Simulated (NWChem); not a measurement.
The numbers come from NWChem runs, not from measurements. System: C3H8Si, charge 0, spin multiplicity 1, displaced from the optimised geometry. Level: BP86/def2-SVP.

NWChem printed:

```
             Northwest Computational Chemistry Package (NWChem) 7.3.0
             --------------------------------------------------------

                                NWChem Input Module
                                -------------------

 Scaling coordinates for geometry "geometry" by  1.889725989
 (inverse scale =  0.529177249)

 Turning off AUTOSYM since
 SYMMETRY directive was detected!

                             Geometry "geometry" -> ""
                             -------------------------

 Output coordinates in angstroms (scale by  1.889725989 to convert to a.u.)

  No.       Tag          Charge          X              Y              Z
 ---- ---------------- ---------- -------------- -------------- --------------
    1 C                    6.0000    -1.02203000    -0.92392000     0.00000000
    2 C                    6.0000    -0.14851000    -0.40773100    -1.23056100
    3 Si                  14.0000     0.65974000     0.86287100     0.00000000
    4 C                    6.0000    -0.14851000    -0.40773100     1.23056100
    5 H                    1.0000    -1.22490200    -2.03115500     0.00000000
    6 H                    1.0000    -2.02216200    -0.40929200     0.00000000
    7 H                    1.0000     0.59657000    -1.18379500    -1.55904400
    8 H                    1.0000    -0.71864900    -0.06686000    -2.13460600
    9 H                    1.0000    -0.00283400     2.23574700     0.00000000
   10 H                    1.0000     2.17199300     1.06210800     0.00000000
   11 H                    1.0000     0.59657000    -1.18379500     1.55904400
   12 H                    1.0000    -0.71864900    -0.06686000     2.13460600

 Effective nuclear repulsion energy (a.u.)     164.1018339094

            Nuclear Dipole moment (a.u.)
            ----------------------------
        X                 Y               Z
 ---------------- ---------------- ----------------
    -0.0000056692     0.0000000000     0.0000000000

      Symmetry information
      --------------------

 Group name             Cs
 Group number              2
 Group order               2
 No. of unique centers     9

      Symmetry unique atoms

     1    2    3    5    6    7    8    9   10


 Summary of "ao basis" -> "" (spherical)
 ------------------------------------------------------------------------------
       Tag                 Description            Shells   Functions and Types
 ---------------- ------------------------------  ------  ---------------------
[...]
     2   0 0 2    -25.473888    -70.134101    -70.134101    114.794314

            General Information
            -------------------
          SCF calculation type: DFT
          Wavefunction type:  closed shell.
          No. of atoms     :    12
          No. of electrons :    40
           Alpha electrons :    20
            Beta electrons :    20
          Charge           :     0
          Spin multiplicity:     1
          Use of symmetry is: on ; symmetry adaption is: on
          Maximum number of iterations: 100
          This is a Direct SCF calculation.
          AO basis - number of functions:   100
                     number of shells:    50
          Convergence on energy requested:  1.00D-06
          Convergence on density requested:  1.00D-05
          Convergence on gradient requested:  5.00D-04

              XC Information
              --------------
                    Becke 1988 Exchange Functional  1.000
                Perdew 1981 Correlation Functional  1.000 local
                Perdew 1986 Correlation Functional  1.000 non-local

             Grid Information
             ----------------
          Grid used for XC integration:  medium
          Radial quadrature: Mura-Knowles
          Angular quadrature: Lebedev.
          Tag              B.-S. Rad. Rad. Pts. Rad. Cut. Ang. Pts.
          ---              ---------- --------- --------- ---------
          C                   0.70       49          10.0       434
          Si                  1.10       88          10.0       590
          H                   0.35       45          12.0       434
          Grid pruning is: on
          Number of quadrature shells:   456
          Spatial weights used:  Erf1

          Convergence Information
          -----------------------
          Convergence aids based upon iterative change in
          total energy or number of iterations.
          Levelshifting, if invoked, occurs when the
          HOMO/LUMO gap drops below (HL_TOL):  1.00D-02
          DIIS, if invoked, will attempt to extrapolate
          using up to (NFOCK): 10 stored Fock matrices.

                    Damping( 0%)  Levelshifting(0.5)       DIIS
                  --------------- ------------------- ---------------
          dE  on:    start            ASAP                start
          dE off:    2 iters        100 iters           100 iters

      Screening Tolerance Information
      -------------------------------
          Density screening/tol_rho:  1.00D-10
          AO Gaussian exp screening on grid/accAOfunc:  14
          CD Gaussian exp screening on grid/accCDfunc:  20
          XC Gaussian exp screening on grid/accXCfunc:  20
          Schwarz screening/accCoul:  1.00D-08

                            NWChem DFT Gradient Module
                            --------------------------

  charge          =   0.00
  wavefunction    = closed shell

  Using symmetry

                         DFT ENERGY GRADIENTS

    atom               coordinates                        gradient
                 x          y          z           x          y          z
   1 C      -1.931357  -1.745956   0.000000   -0.003918  -0.003567   0.000000
   2 C      -0.280643  -0.770500  -2.325423    0.001602   0.001638  -0.005617
   3 Si      1.246728   1.630590   0.000000    0.004526   0.005857   0.000000
   4 C      -0.280643  -0.770500   2.325423    0.001602   0.001638   0.005617
   5 H      -2.314729  -3.838326   0.000000   -0.001816  -0.007858   0.000000
   6 H      -3.821332  -0.773450   0.000000   -0.007449   0.003442   0.000000
   7 H       1.127354  -2.237048  -2.946166    0.005293  -0.005657  -0.002686
   8 H      -1.358050  -0.126347  -4.033820   -0.004091   0.002145  -0.006874
   9 H      -0.005355   4.224949   0.000000   -0.002386   0.005156   0.000000
  10 H       4.104472   2.007093   0.000000    0.005437   0.000718   0.000000
  11 H       1.127354  -2.237048   2.946166    0.005293  -0.005657   0.002686
  12 H      -1.358050  -0.126347   4.033820   -0.004091   0.002145   0.006874

                 ----------------------------------------
                 |  Time  |  1-e(secs)   |  2-e(secs)   |
                 ----------------------------------------
                 |  CPU   |       0.01   |       1.15   |
                 ----------------------------------------
                 |  WALL  |       0.01   |       1.15   |
                 ----------------------------------------

 Task  times  cpu:        7.5s     wall:        7.5s

 Total times  cpu:        7.6s     wall:        7.6s
```

Write an NWChem input that would produce this output.

Several could match; the one computed here: 
```
start mol
memory heap 200 mb stack 900 mb global 1100 mb
geometry units angstroms nocenter noautoz
  C     -1.022030    -0.923920     0.000000
  C     -0.148510    -0.407731    -1.230561
  Si     0.659740     0.862871     0.000000
  C     -0.148510    -0.407731     1.230561
  H     -1.224902    -2.031155     0.000000
  H     -2.022162    -0.409292     0.000000
  H      0.596570    -1.183795    -1.559044
  H     -0.718649    -0.066860    -2.134606
  H     -0.002834     2.235747     0.000000
  H      2.171993     1.062108     0.000000
  H      0.596570    -1.183795     1.559044
  H     -0.718649    -0.066860     2.134606
  symmetry group Cs
end
basis spherical
  * library def2-svp
end
dft
  xc becke88 perdew86
  iterations 100
  direct
end
task dft gradient
```
